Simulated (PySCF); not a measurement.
H2ClFO2Si (SMILES O[Si](O)(F)Cl), singlet, at a GFN2-xTB geometry. Base run: CAMB3LYP/6-31G, polarisability (PySCF).

PySCF was given this input:
```python
from pyscf import gto, scf, dft
from pyscf.prop import polarizability

mol = gto.M(
    atom='''
O    -0.54108154    1.67173179    0.19204531
Si   -0.21164407    0.09282210    0.19983942
O    -1.56824979   -0.73407385   -0.00615338
F     0.39813198   -0.24174487    1.65296986
Cl    1.08794920   -0.49731397   -1.17341386
H     0.13007533    2.33496151    0.32947085
H    -2.37073220   -0.50569338    0.45694871
''',
    basis='6-31g',
    verbose=3,
)

mf = dft.RKS(mol)
mf.xc = 'camb3lyp'
mf.kernel()
alpha = mf.Polarizability().polarizability()[2, 2]
print('alpha_zz =', alpha)
```

Variants of this job, named by their change:

```tsv
change	alpha_zz (bohr³)	basis functions	core-seconds (rough)
base	27.30	57	40
finite field (a.u.) = 0.02; conv_tol = 1e-11	27.35	57	50
functional = pbe	29.71	57	10
finite field (a.u.) = 0.05; conv_tol = 1e-11	27.61	57	50
finite field (a.u.) = 0.001; conv_tol = 1e-6	27.30	57	30
basis = 6-31G*	29.67	82	70
functional = hf	23.82	57	1
functional = lda,vwn	29.90	57	7
basis = 6-31+G*	37.29	102	80
basis = cc-pVDZ	30.22	88	70
basis = def2-SVPD	42.27	136	90
finite field (a.u.) = 2e-4; conv_tol = 1e-6	23.23	57	20
```

Finite-field rows take the second difference of the energy in a field along z; a small field with loose convergence shows SCF noise divided by the square of the field, and a large one adds hyperpolarisability.
